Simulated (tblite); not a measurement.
Compound: C₇H₄ClO (doublet state).
SMILES with atom numbers: `[O:1]=[CH:2][c:3]1[cH:4][c:5][c:6]([Cl:7])[cH:8][cH:9]1` (hydrogens: H10 on C2; H11 on C4; H12 on C8; H13 on C9)
Bond orders are those of one Lewis drawing.

Computed with GFN2-xTB (tblite), gas phase: L-BFGS steps from a force-field or distance-geometry start until the largest atomic force falls under 0.01 eV/Å.

Geometry at step 2:
```
atom  x, y, z in Å
O1      3.0576   -0.3315    0.7991
C2      2.2582    0.1715    0.0284
C3      0.8161    0.0004    0.0907
C4      0.2157   -0.7990    1.1043
C5     -1.1294   -0.9353    1.1337
C6     -1.9747   -0.3467    0.2336
Cl7    -3.6969   -0.5516    0.3095
C8     -1.3849    0.4507   -0.7668
C9     -0.0184    0.6136   -0.8347
H10     2.6032    0.8237   -0.8061
H11     0.8816   -1.2689    1.8132
H12    -2.0056    0.9318   -1.4979
H13     0.3731    1.2418   -1.6246
```

Q: Give the atomic forces at this geometry.

A: 
| atom | Fx (eV/Å) | Fy (eV/Å) | Fz (eV/Å) |
| --- | --- | --- | --- |
| O1 | -0.657 | 0.479 | -0.725 |
| C2 | 0.970 | -0.467 | 0.752 |
| C3 | -0.394 | -0.230 | 0.271 |
| C4 | 0.461 | 0.176 | -0.208 |
| C5 | 0.169 | 0.071 | -0.101 |
| C6 | -0.029 | 0.217 | -0.243 |
| Cl7 | 0.398 | 0.092 | -0.084 |
| C8 | -0.350 | -0.228 | 0.181 |
| C9 | -0.301 | 0.069 | -0.054 |
| H10 | -0.088 | -0.137 | 0.167 |
| H11 | -0.033 | -0.024 | 0.042 |
| H12 | -0.266 | 0.069 | -0.099 |
| H13 | 0.119 | -0.087 | 0.099 |

The largest, 1.31 eV/Å, acts on C2; the rms over all components is 0.331 eV/Å. The forces sum to zero within rounding, as they must for an isolated molecule in no field.

Q: Give the force on C2 in Eh/bohr and in nN.

A: 1.313 eV/Å ÷ 51.422 = 0.02554 Eh/bohr, and 1.313 eV/Å × 1.602 = 2.10 nN.

Q: How far is this geometry from the end of the optimisation?

A: 0.042 eV above it, and 0.023 Å rms away after alignment. The bonds farthest from their final lengths, with half the difference of the two atoms' forces along the bond (positive lengthens):

```csv
bond,now (Å),final (Å),force along bond (eV/Å)
O1=C2,1.219,1.203,-1.20
C6–Cl7,1.736,1.721,-0.20
C3–C4,1.424,1.408,-0.46
C2–C3,1.454,1.466,+0.65
C6–C8,1.409,1.399,-0.34
C8–H12,1.073,1.079,+0.14
```

The angle farthest from its final value is C3–C9–H13, 121.7° against 119.3°.

Of the 5 listed bonds off by 0.010 Å or more, this force points towards the final length in 5.

What follows is the cost of the whole relaxation. Time: 0.13 s of wall time. Hardware: an Arm Neoverse V1 with one thread, shared host.
